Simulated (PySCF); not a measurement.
barium atom (Ba), singlet (core potentials on Ba). Base run: PBE/def2-SVP (PySCF).

PySCF was given this input:
```python
from pyscf import gto, scf, dft

mol = gto.M(
    atom='''
Ba    0.000000    0.000000    0.000000
''',
    basis='def2-svp',
    ecp={'Ba': 'def2-svp'},
    charge=0,
    spin=0,
    verbose=4,
)

mf = dft.RKS(mol)
mf.xc = 'pbe'
mf.kernel()
mf.analyze()
```

Variants of this job, named by their change:

```json
[
 {"change": "base", "ΔE vs base (µEh)": "0.0", "SCF cycles": "8", "outcome": "converged"},
 {"change": "conv_tol_grad = 1e-7", "ΔE vs base (µEh)": "0.0", "SCF cycles": "9", "outcome": "converged"},
 {"change": "level_shift = 0.3 (with mf.max_cycle = 100)", "ΔE vs base (µEh)": "0.0", "SCF cycles": "17", "outcome": "converged"},
 {"change": "init_guess = vsap", "ΔE vs base (µEh)": "-", "SCF cycles": "-", "outcome": "input refused"},
 {"change": "diis = off (with mf.max_cycle = 100)", "ΔE vs base (µEh)": "0.0", "SCF cycles": "10", "outcome": "converged"},
 {"change": "init_guess = 1e", "ΔE vs base (µEh)": "0.0", "SCF cycles": "7", "outcome": "converged"},
 {"change": "level_shift = 1.0 (with mf.max_cycle = 100)", "ΔE vs base (µEh)": "0.0", "SCF cycles": "54", "outcome": "converged"},
 {"change": "init_guess = sap", "ΔE vs base (µEh)": "0.0", "SCF cycles": "7", "outcome": "converged"},
 {"change": "conv_tol = 1e-7", "ΔE vs base (µEh)": "0.0", "SCF cycles": "6", "outcome": "converged"},
 {"change": "diis_space = 20", "ΔE vs base (µEh)": "0.0", "SCF cycles": "8", "outcome": "converged"},
 {"change": "init_guess = mod_huckel", "ΔE vs base (µEh)": "0.0", "SCF cycles": "4", "outcome": "converged"},
 {"change": "diis_space = 12", "ΔE vs base (µEh)": "0.0", "SCF cycles": "8", "outcome": "converged"},
 {"change": "diis = off; damp = 0.3 (with mf.diis_start_cycle = 200; with mf.max_cycle = 150)", "ΔE vs base (µEh)": "0.0", "SCF cycles": "9", "outcome": "converged"}
]
```

- init_guess = vsap: ended with `AssertionError: ECP or PP not supported`
